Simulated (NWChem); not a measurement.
Program: NWChem. System: H4BFN2, charge 1, spin multiplicity 2, at the geometry of a parent with another charge or spin, in a state set for the comparison that need not be this species' ground state. Its SCF solution wasn't tested for a lower state. Level: UPBE0/cc-pVDZ.

NWChem printed:

```
             Northwest Computational Chemistry Package (NWChem) 7.3.0
             --------------------------------------------------------

                                NWChem Input Module
                                -------------------

 Scaling coordinates for geometry "geometry" by  1.889725989
 (inverse scale =  0.529177249)

                             Geometry "geometry" -> ""
                             -------------------------

 Output coordinates in angstroms (scale by  1.889725989 to convert to a.u.)

  No.       Tag          Charge          X              Y              Z
 ---- ---------------- ---------- -------------- -------------- --------------
    1 B                    5.0000     0.00000000     0.00000000     0.01836000
    2 F                    9.0000     0.00000000     0.00000000     1.38082800
    3 N                    7.0000    -1.25868900     0.00000000    -0.64194400
    4 H                    1.0000    -2.12916200     0.00000000    -0.11486200
    5 H                    1.0000    -1.38179200     0.00000000    -1.65115500
    6 N                    7.0000     1.25868900     0.00000000    -0.64194400
    7 H                    1.0000     1.38179200     0.00000000    -1.65115500
    8 H                    1.0000     2.12916200     0.00000000    -0.11486200

 Effective nuclear repulsion energy (a.u.)     113.8278104508

            Nuclear Dipole moment (a.u.)
            ----------------------------
        X                 Y               Z
 ---------------- ---------------- ----------------
    -0.0000000000     0.0000000000     0.0000037795


 Summary of "ao basis" -> "" (spherical)
 ------------------------------------------------------------------------------
       Tag                 Description            Shells   Functions and Types
 ---------------- ------------------------------  ------  ---------------------
 *                          cc-pvdz                   on all atoms

                                 NWChem DFT Module
                                 -----------------

 Summary of "ao basis" -> "ao basis" (spherical)
 ------------------------------------------------------------------------------
       Tag                 Description            Shells   Functions and Types
 ---------------- ------------------------------  ------  ---------------------
 B                          cc-pvdz                  6       14   3s2p1d
 F                          cc-pvdz                  6       14   3s2p1d
[...]
   Bfn.  Coefficient  Atom+Function         Bfn.  Coefficient  Atom+Function
  ----- ------------  ---------------      ----- ------------  ---------------
    31      0.835802  3 N  s                 55      0.835458  6 N  s
    49     -0.704956  5 H  s                 68     -0.704631  7 H  s
    44     -0.396127  4 H  s                 73     -0.395882  8 H  s
     3     -0.291607  1 B  s                 30      0.163007  3 N  s
    54      0.162941  6 N  s                 37     -0.146823  3 N  pz

 Vector   18  Occ=0.000000D+00  E=-1.287823D-01
              MO Center=  5.0D-06,  3.3D-07, -8.6D-02, r^2= 2.1D+00
   Bfn.  Coefficient  Atom+Function         Bfn.  Coefficient  Atom+Function
  ----- ------------  ---------------      ----- ------------  ---------------
     5      0.693291  1 B  py                 8      0.572495  1 B  py
    36     -0.349368  3 N  py                60     -0.349375  6 N  py
    33     -0.282210  3 N  py                57     -0.282216  6 N  py
    19     -0.226544  2 F  py                22     -0.210443  2 F  py
    38      0.027376  3 N  d -2              62     -0.027375  6 N  d -2

   alpha - beta orbital overlaps
   -----------------------------

   alpha      1      2      3      4      5      6      7      8      9     10
    beta      1      2      3      4      5      6      7      8      9     10
 overlap   1.000  0.996  0.996  1.000  1.000  0.999  1.000  0.998  0.998  1.000

   alpha     11     12     13     14     15     16     17     18     19     20
    beta     11     12     13     14     15     16     17     18     19     20
 overlap   1.000  0.999  0.902  1.000  0.896  0.999  1.000  0.989  1.000  0.999

   alpha     21     22     23     24     25     26     27     28     29     30
    beta     21     22     23     25     24     26     27     28     29     30
 overlap   1.000  0.999  1.000  1.000  0.999  0.999  0.998  0.999  0.998  0.999

   alpha     31     32     33     34     35     36     37     38     39     40
    beta     31     32     33     35     34     36     38     37     39     40
 overlap   0.999  1.000  0.969  1.000  1.000  0.969  0.999  1.000  1.000  1.000

   alpha     41     42     43     44     45     46     47     48     49     50
    beta     41     42     43     44     45     46     47     48     49     50
 overlap   0.999  1.000  0.999  1.000  0.999  1.000  1.000  0.999  1.000  1.000

   alpha     51     52     53     54     55     56     57     58     59     60
    beta     51     52     53     54     55     56     57     58     60     59
 overlap   1.000  0.994  0.994  1.000  1.000  0.999  0.995  0.997  1.000  0.994

   alpha     61     62     63     64     65     66     67     68     69     70
    beta     61     62     64     65     63     66     67     69     68     70
 overlap   1.000  0.998  1.000  1.000  1.000  0.999  0.999  0.999  0.999  0.999

   alpha     71     72     73     74     75     76
    beta     71     72     73     74     75     76
 overlap   1.000  1.000  1.000  1.000  1.000  1.000

     --------------------------
     Expectation value of S2:
     --------------------------
      <S2> =      0.7735 (Exact =     0.7500)

 center of mass
 --------------
 x =   0.00000000 y =   0.00000000 z =   0.14916777

 moments of inertia (a.u.)
 ------------------
         188.923906932597           0.000000000000           0.000000000000
           0.000000000000         393.746797948673           0.000000000000
           0.000000000000           0.000000000000         204.822891016075

     Multipole analysis of the density
     ---------------------------------

     L   x y z        total         alpha         beta         nuclear
     -   - - -        -----         -----         ----         -------
     0   0 0 0      1.000000    -16.000000    -15.000000     32.000000

     1   1 0 0     -0.000678      0.000118     -0.000797     -0.000000
     1   0 1 0      0.000116      0.000003      0.000113      0.000000
     1   0 0 1     -1.971487     -0.315789     -1.655701      0.000004

     2   2 0 0     -3.178110    -67.566272    -60.833107    125.221270
     2   1 1 0      0.000001      0.000000      0.000000      0.000000
     2   1 0 1      0.000863     -0.000130      0.000993      0.000000
     2   0 2 0    -16.011003     -8.630150     -7.380852      0.000000
     2   0 1 1      0.000018      0.000008      0.000010      0.000000
     2   0 0 2    -11.440128    -57.339036    -55.555604    101.454511

 Task  times  cpu:       22.3s     wall:       22.3s

 Total times  cpu:       22.3s     wall:       22.3s
```

Task: Write an NWChem input that would produce this output.

Result: Several could match; the one computed here: 
```
start mol
memory heap 200 mb stack 900 mb global 1100 mb
charge 1
geometry units angstroms nocenter noautoz noautosym
  B      0.000000     0.000000     0.018360
  F      0.000000     0.000000     1.380828
  N     -1.258689     0.000000    -0.641944
  H     -2.129162     0.000000    -0.114862
  H     -1.381792     0.000000    -1.651155
  N      1.258689     0.000000    -0.641944
  H      1.381792     0.000000    -1.651155
  H      2.129162     0.000000    -0.114862
end
basis spherical
  * library cc-pvdz
end
dft
  xc pbe0
  odft
  mult 2
  semidirect memsize 60000000 filesize 0
  iterations 100
end
task dft energy
```
